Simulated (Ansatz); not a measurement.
Isolated molecules relaxed with PBE0-D4/def2-TZVP in Ansatz; ΔE leaves out vibrations. CBS: MP2 limit from def2 TZ/QZ plus the TZ coupled-cluster correction, frozen cores. Functionals use def2-TZVPP. B3LYP here is the variant with VWN-RPA as its local correlation; programs differ in this. Each species was taken in one conformer, which may not be the lowest.

Reaction (substitution at a C–C bond): `CC[NH][AlH2]` + `CC(O)F` → `COC(C)F` + `C[NH][AlH2]`

(1) Is it downhill or uphill in electronic energy at CCSD(T)/CBS, and by how much? (Estimate.)

(2) What do these levels give: revPBE-D4, BHLYP-D4, ωB97X-V, B2PLYP, r2SCAN, B3LYP, HF/def2-SVP, CCSD/def2-SVP, HF/def2-TZVPP, MP2/def2-TZVPP, SCS-MP2/def2-QZVPP, MP2/CBS(def2)? (An estimate is asked.)

Largest T1 diagnostic among the species: 0.012.

## Answers

(1) Ansatz gave: Uphill: ΔE = +0.53 eV.

(2) The calculation gave: revPBE-D4 0.50, BHLYP-D4 0.47, ωB97X-V 0.47, B2PLYP 0.48, r2SCAN 0.49, B3LYP 0.45, HF/def2-SVP 0.40, CCSD/def2-SVP 0.47, HF/def2-TZVPP 0.43, MP2/def2-TZVPP 0.56, SCS-MP2/def2-QZVPP 0.52, MP2/CBS(def2) 0.58 eV.

In def2-TZVPP, CCSD(T) changes the Hartree–Fock value by +0.08 eV (the triples alone add +0.00 eV) and MP2 by +0.12 eV. Leaving LDA and LC-ωPBE aside and taking each functional with its dispersion term where it has one, the values, not all of them listed here, spread over 0.09 eV, from BLYP-D4 to PBE-QIDH. At CCSD(T), def2-SVP lies −0.06 eV from the extrapolated value and def2-TZVPP −0.02 eV.
